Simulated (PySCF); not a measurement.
C3H12N2Si, SMILES CC(C)[SiH](N)N.

Geometry: PBE-D3(BJ)/def2-SVP. This is a generated structure with no PubChem entry under its InChIKey; it may be hypothetical. One conformer was computed; it need not be the lowest.

The numbers are results of PBE/def2-TZVP (PySCF), not measurements.

```
Property                                                                                                       Result
---------------------------------------------------------------------------------------------  ----------------------
total energy                                                                                       -520.24740 hartree
highest occupied level                                                                                       -5.63 eV
lowest empty level                                                                                           -0.02 eV
orbital gap                                                                                                   5.61 eV
dipole moment                                                                                                  0.30 D
quadrupole, principal values (traceless, Buckingham form, about the centre of nuclear charge)  -5.40, -2.20, 7.60 D·Å
```
